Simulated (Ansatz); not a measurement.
One change: `C[SiH](N)[SiH2]N` becomes `C[SiH](N)Br`.

Ansatz, PBE0-D4/def2-TZVP geometries, multiplicity 1. Each molecule was computed in one conformer, which needn't be the lowest.

Scalar relativity is left out up to krypton. Spin–orbit coupling is left out; it splits and shifts lone-pair levels of the heavy atoms by tenths of an eV.

```
                                          property  `C[SiH](N)[SiH2]N`
    size of the dipole moment (PBE/def2-TZVPP) / D                1.58
               HOMO energy (B3LYP/def2-TZVPP) / eV               -6.85
           HOMO–LUMO gap (ωB97M-V/def2-TZVPP) / eV               10.76
             LUMO energy (ωB97M-V/def2-TZVPP) / eV                1.51
size of the dipole moment (ωB97M-V/def2-TZVPP) / D                1.50
             HOMO–LUMO gap (B3LYP/def2-TZVPP) / eV                6.56
```

Task: What does the change do to each property? (An estimate is asked.)

Result: Ansatz gave: 
| property | `C[SiH](N)Br` | shift |
| --- | --- | --- |
| size of the dipole moment (PBE/def2-TZVPP) / D | 2.18 | 0.60 |
| HOMO energy (B3LYP/def2-TZVPP) / eV | -7.45 | -0.60 |
| HOMO–LUMO gap (ωB97M-V/def2-TZVPP) / eV | 12.12 | 1.36 |
| LUMO energy (ωB97M-V/def2-TZVPP) / eV | 2.12 | 0.61 |
| size of the dipole moment (ωB97M-V/def2-TZVPP) / D | 2.19 | 0.69 |
| HOMO–LUMO gap (B3LYP/def2-TZVPP) / eV | 7.81 | 1.25 |

With PBE0 the HOMO falls by 0.67 eV and the LUMO rises by 0.74 eV, so the gap widens by about 1.41 eV. PBE moves the HOMO by -0.61 eV and ωB97M-V by -0.74 eV. Dipoles are sizes alone; their direction can turn.

B3LYP here is the variant with VWN-RPA as its local correlation; programs differ in this.
